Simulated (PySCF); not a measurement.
Species: C2H11NO2Si2 (charge +1 and doublet state).
Numbering: `[CH3:1][N+:2]([CH3:3])[Si@H:4]([OH:5])[O:6][SiH3:7]` (hydrogens: H8, H9, H10 on C1; H11, H12, H13 on C3; H14 on Si4; H15 on O5; H16, H17, H18 on Si7)

Structure used (GFN2-xTB), in Å, numbered top down from 1:
```xyz
18
C2H11NO2Si2 angstrom
C     -2.1357   -1.0708   -0.1687
N     -1.0910   -0.1265   -0.1462
C     -1.3743    1.1586    0.3544
Si     0.5063   -0.5414   -0.8435
O      0.4828   -2.1257   -0.6043
O      1.5676    0.2763    0.0168
Si     2.8000    1.0679    0.7884
H     -3.0425   -0.6986    0.3052
H     -1.7973   -1.9946    0.3140
H     -2.3537   -1.3707   -1.2006
H     -1.7570    1.0959    1.3813
H     -0.4820    1.7780    0.3363
H     -2.1712    1.6403   -0.2278
H      0.5018   -0.0992   -2.2226
H      1.1939   -2.7301   -0.8043
H      2.7829    2.4000    0.1864
H      2.3720    1.0766    2.1877
H      3.9885    0.2702    0.5158
```

The hyperfine couplings belong to this conformer and change with its torsions.

Theory: UKS B3LYP, pcH-1 on C H N O Si, non-relativistic, mean-field spin-orbit, GIAO (PySCF). One conformer (not necessarily the lowest) at the GFN2-xTB geometry, without solvent, vibrations or thermal averaging. The geometry wasn't refined by DFT: couplings that depend on bond lengths, twists or pyramidal angles can differ widely from those at the functional's own minimum, by a factor of two or more for some ions and for spin on atoms past the first row. No stability test was run, so a lower SCF solution isn't excluded.

**Question.** What is the g tensor, term by term?

**Answer.** 
```csv
Δg (ppm),1,2,3
relativistic mass correction,-204,-204,-204
gauge correction,2,28,34
orbital Zeeman/spin–orbit,110,2189,2369
total,-92,2013,2198
```

So g = 2.00223, 2.00433, 2.00452 and g_iso = 2.00369; the tensor is close to axial: the two nearest values differ by 8 % of g3 − g1. Axes: g2 points within 15° of the N2–Si4 bond.

**Question.** At 93.981 GHz, how far is the centre of the isotropic spectrum from where a free electron (g = 2.002319) resonates?

**Answer.** B = hν/(g μB) with μB/h = 13.99624 MHz/mT gives 3353.48 mT for the free electron and 3351.18 mT at g_iso, 2.30 mT lower.

**Question.** What are the electron Larmor frequencies g μB B/h along the three axes at 340 mT?

**Answer.** 9.5280, 9.5381, 9.5389 GHz for g1, g2 and g3, a range of 10.9 MHz.

**Question.** In a frozen sample, at which fields do the three g values resonate at 9.5, 34, 94 and 263 GHz (hyperfine left aside), and which band first spreads them over more than twice a line width of 1.0 mT?

**Answer.** 
```json
{"band": "X", "GHz": "9.5", "B(g3) mT": "338.61", "B(g2) mT": "338.64", "B(g1) mT": "339.00", "spread mT": "0.39"}
{"band": "Q", "GHz": "34.0", "B(g3) mT": "1211.87", "B(g2) mT": "1211.99", "B(g1) mT": "1213.26", "spread mT": "1.39"}
{"band": "W", "GHz": "94.0", "B(g3) mT": "3350.48", "B(g2) mT": "3350.78", "B(g1) mT": "3354.31", "spread mT": "3.83"}
{"band": "J", "GHz": "263.0", "B(g3) mT": "9374.20", "B(g2) mT": "9375.07", "B(g1) mT": "9384.93", "spread mT": "10.72"}
```

The spread grows in proportion to the frequency. W band is the first where it exceeds 2.0 mT.

The largest Mulliken spin populations are on N2 (+0.80), H13 (+0.07), H10 (+0.07) and H11 (+0.06). N2 is the only atom above +0.15. The angles at N2 add up to 359.9°, so it is planar.

The HOMO–LUMO gaps are 8.70 eV among the α and 2.92 eV among the β orbitals.
